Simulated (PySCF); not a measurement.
# Orbital energies and ionisation energy

Compound: n-GeGeGeSiH10.
Z-matrix (Å and degrees, PBE0-D3(BJ)/def2-SVP geometry), rows numbered from 1:
```
Ge
Ge  1  2.4227
Ge  2  2.4270  1  109.26
Si  3  2.3831  2  109.38  1    62.53
H   1  1.5403  2  109.74  3    53.80
H   1  1.5401  2  111.48  3   174.28
H   1  1.5406  2  109.71  3   -65.25
H   2  1.5425  1  110.08  3  -121.68
H   2  1.5426  1  109.75  3   119.62
H   3  1.5428  2  109.05  1   -57.75
H   3  1.5428  2  110.64  1  -176.26
H   4  1.4955  3  109.52  2   -62.30
H   4  1.4948  3  111.29  2   177.36
H   4  1.4957  3  109.42  2    56.76
```

Level: CAM-B3LYP/def2-SVPD (PySCF). Frontier orbitals with their largest atomic shares (Löwdin; up to four atoms above 4 %):

```tsv
orbital	ε (eV)	main atoms
HOMO−3	-10.74	Ge1 25 %, Ge2 19 %, H7 18 %, H8 12 %
HOMO−2	-10.00	Ge3 23 %, Ge2 20 %, H10 12 %, H9 12 %
HOMO−1	-9.37	Ge2 19 %, Ge3 18 %, Si4 16 %, Ge1 16 %
HOMO	-8.84	?
LUMO	0.51	Ge3 19 %, Ge2 17 %, Ge1 15 %, Si4 9 %
LUMO+1	0.63	Ge1 26 %, Ge2 18 %, Si4 12 %, Ge3 8 %
LUMO+2	0.71	Ge3 23 %, Ge2 19 %, Si4 9 %, Ge1 9 %
```

**Question.** What vertical ionisation energy does ΔSCF give, and how far is −ε(HOMO) from it?

**Answer.** ΔSCF: 9.45 eV (912 kJ/mol; threshold wavelength 131 nm); ⟨S²⟩ of the doublet left behind is 0.758, against 0.75 for a pure doublet. −ε(HOMO) is 8.84 eV, 0.61 eV below it. For the exact functional −ε(HOMO) would equal the first vertical ionisation energy; CAM-B3LYP (range-separated hybrid) falls short of its own ΔSCF value by 6 %.

**Question.** On which atoms does the HOMO lie?

**Answer.** Ge2 (germanium bonded to 2 Ge and 2 H) 29 %, Ge3 (germanium bonded to Ge, Si and 2 H) 27 %, Ge1 (germanium bonded to Ge and 3 H) 14 %, Si4 (silicon bonded to Ge and 3 H) 10 %, so no atom holds as much as 40 %. The HOMO−1 lies 0.53 eV lower.

**Question.** Shift the occupied levels rigidly so that −ε(HOMO) equals the ΔSCF value. What binding energies result?

**Answer.** The shift is +0.61 eV: HOMO 9.45, HOMO−1 9.98, HOMO−2 10.61, HOMO−3 11.35 eV. A rigid shift is only a rough guide to the deeper ionisations.

**Question.** How many of the 15 lowest singlet excitations (vertical TDDFT, same level) lie below the ionisation energy?

**Answer.** All 15; they run from 6.66 to 7.94 eV.

**Question.** What total energies stand behind the ΔSCF value?

**Answer.** E(N) = -6525.99880 Eh and E(N − 1) = -6525.65142 Eh at the same geometry, 0.34738 Eh apart.

The structure is a single PBE0-D3(BJ)/def2-SVP conformer in the gas phase; no vibrational or solvent corrections. The calculation is non-relativistic, for germanium too.
